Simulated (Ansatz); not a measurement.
`C=[CH][In]([F])[Cl]` + `[NH2][GeH3]` → `C=C[NH][GeH3]` + `[F][InH][Cl]`  (substitution at a C–In bond)

Isolated molecules relaxed with PBE0-D4/def2-TZVP in Ansatz; ΔE leaves out vibrations. CBS: MP2 limit from def2 TZ/QZ plus the TZ coupled-cluster correction, frozen cores. Functionals use def2-TZVPP. def2 core potentials past Kr. For Ge, In outer-core shells are correlated without core-valence functions, which leaves a few kJ/mol of doubt a bond. Scalar relativity is left out up to krypton. Each species was taken in one conformer, which may not be the lowest.

`C=[CH][In]([F])[Cl]`:

Cartesian coordinates in Å:
```
C -1.436 0.299 -0.476
C -0.134 0.393 -0.719
In 1.256 -0.389 0.652
F 0.532 -1.234 2.253
Cl 3.562 -0.467 0.671
H -2.171 0.698 -1.173
H -1.834 -0.172 0.418
H 0.224 0.873 -1.625
```

`[NH2][GeH3]`:

```xyz
7

N     1.137    0.214    0.102
Ge   -0.643   -0.259    0.056
H     1.603    0.129   -0.792
H     1.299    1.149    0.450
H    -1.178   -0.120    1.489
H    -1.514    0.606   -0.887
H    -0.705   -1.719   -0.418
```

`C=C[NH][GeH3]`:

```xyz
11

C    -0.295   -0.438    2.115
C    -0.125   -0.551    0.796
N    -0.391    0.408   -0.158
Ge    0.365    0.401   -1.836
H    -0.645    0.481    2.573
H    -0.097   -1.281    2.762
H     0.231   -1.493    0.384
H    -0.695    1.295    0.216
H     1.847    0.830   -1.814
H    -0.451    1.386   -2.683
H     0.255   -1.038   -2.355
```

`[F][InH][Cl]`:

Cartesian coordinates in Å:
```
F 0.717 1.729 -0.135
In 0.043 -0.089 -0.172
Cl -1.015 -0.551 1.822
H 0.256 -1.090 -1.515
```

Problem. Is it downhill or uphill in electronic energy at CCSD(T)/CBS, and by how much? (An estimate is asked.)

Solution. The calculation gave: Uphill: ΔE = +0.32 eV.

Problem. What do these levels give: r2SCAN0-D4, PBE, r2SCAN, LC-ωPBE, RPA@PBE/def2-TZVPP, MP2/CBS(def2)? (An estimate is asked.)

Solution. Computed: r2SCAN0-D4 0.16, PBE 0.15, r2SCAN 0.16, LC-ωPBE 0.16, RPA@PBE/def2-TZVPP 0.30, MP2/CBS(def2) 0.35 eV.

Problem. What do rigid-rotor, harmonic-oscillator terms from PBE0-D4/def2-TZVP frequencies (298.15 K, 1 bar) make of the CCSD(T)/CBS value? (Estimate.)

Solution. Computed: ΔZPE = -0.06 eV, ΔH = +0.24 eV, ΔS = -8 J/(mol·K), ΔG = +0.27 eV.

Largest T1 diagnostic among the species: 0.015.

In def2-TZVPP, CCSD(T) changes the Hartree–Fock value by +0.10 eV (the triples alone add +0.01 eV) and MP2 by +0.13 eV. Leaving LDA and LC-ωPBE aside and taking each functional with its dispersion term where it has one, the values, not all of them listed here, spread over 0.15 eV, from B97M-V to B2PLYP. LDA lies −0.18 eV from PBE without D4.
